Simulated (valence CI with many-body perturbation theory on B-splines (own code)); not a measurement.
Results of a calculation; reference values are marked as such.
# From CI to CI+MBPT in Ho33+

Method: configuration interaction combined with many-body perturbation theory (CI+MBPT): six valence electrons over a frozen Dirac-Fock core [Ar] 3d10, radial functions for each j: 9 s, 9 p, 8 d, 6 f, 3 g, 1 h, with the one-electron correlation potential Σ1 (screened to all orders), the two-electron term Σ2, the three-electron term Σ3, Breit, model QED; selected single and double excitations, second order for the rest, scaled by the run's own slope (own B-spline code, finite nucleus).

The last digits are not significant, and no measured levels were compared; by estimate large intervals hold to a few tenths of a per cent, small ones and those within an open d or f shell to about a per cent. Among the levels kept, up to 640 cm⁻¹ of a level comes from second order outside the variational space, and about a tenth of that is noise between levels of different J, which matters for small intervals.

Each rung adds one term. CI alone is the Dirac-Coulomb CI over the frozen core; QED comes last and gives the full result, which names the levels. Energies are above (4s^2 4p1/2^2 4p3/2^2) J=2 on the same rung, in eV.

Levels are named by their leading jj configuration (3d3/2^4 stands for four electrons in 3d with j = 3/2), which in mixed levels can hold well under half, so a name can repeat and another be missing. Letters in brackets count levels of one name in rising energy.

```tsv
Level	CI alone
(4s^2 4p1/2^2 4p3/2^2) J=0	7.58
(4s^2 4p1/2 4p3/2^3) J=1	53.12
(4s^2 4p1/2 4p3/2^3) J=2	57.16
(4s^2 4p3/2^4) J=0	113.44
(4s^2 4p1/2^2 4p3/2 4d3/2) J=2	128.01
(4s^2 4p1/2^2 4p3/2 4d3/2) J=1	129.44
(4s^2 4p1/2^2 4p3/2 4d3/2) J=0	131.48
(4s^2 4p1/2^2 4p3/2 4d3/2) J=3	132.12
(4s 4p1/2^2 4p3/2^3) J=2	132.77
(4s^2 4p1/2^2 4p3/2 4d5/2) J=4	142.25
(4s 4p1/2^2 4p3/2^3) J=1	148.00
(4s^2 4p1/2^2 4p3/2 4d5/2) J=2	150.53
(4s^2 4p1/2^2 4p3/2 4d5/2) J=3	153.57
(4s^2 4p1/2^2 4p3/2 4d5/2) J=1	159.40
(4s^2 4p1/2 4p3/2^2 4d3/2) J=0	177.21
(4s^2 4p1/2 4p3/2^2 4d3/2) J=1 [a]	178.16
```

Task: What do these energies become with core correlation, Breit and QED?

Result: (4s^2 4p1/2^2 4p3/2^2) J=0 7.46 (-0.117); (4s^2 4p1/2 4p3/2^3) J=1 52.95 (-0.166); (4s^2 4p1/2 4p3/2^3) J=2 56.88 (-0.273); (4s^2 4p3/2^4) J=0 112.96 (-0.480); (4s^2 4p1/2^2 4p3/2 4d3/2) J=2 127.48 (-0.530); (4s^2 4p1/2^2 4p3/2 4d3/2) J=1 128.87 (-0.575); (4s^2 4p1/2^2 4p3/2 4d3/2) J=0 130.84 (-0.643); (4s^2 4p1/2^2 4p3/2 4d3/2) J=3 131.41 (-0.704); (4s 4p1/2^2 4p3/2^3) J=2 132.23 (-0.537); (4s^2 4p1/2^2 4p3/2 4d5/2) J=4 141.37 (-0.878); (4s 4p1/2^2 4p3/2^3) J=1 147.00 (-1.003); (4s^2 4p1/2^2 4p3/2 4d5/2) J=2 149.35 (-1.175); (4s^2 4p1/2^2 4p3/2 4d5/2) J=3 152.25 (-1.317); (4s^2 4p1/2^2 4p3/2 4d5/2) J=1 158.06 (-1.342); (4s^2 4p1/2 4p3/2^2 4d3/2) J=0 176.56 (-0.646); (4s^2 4p1/2 4p3/2^2 4d3/2) J=1 [a] 177.41 (-0.750).

Task: How does the ionisation energy move along the ladder, and which term matters most?

Result: CI alone 1397.1, + Σ1 1398.5, + Σ2 1398.8, + Σ3 1398.3, + Breit 1397.5, + QED 1397.4 eV. The largest step is Σ1, 1.4 eV. NIST lists 1395 ± 5 eV (theoretical).
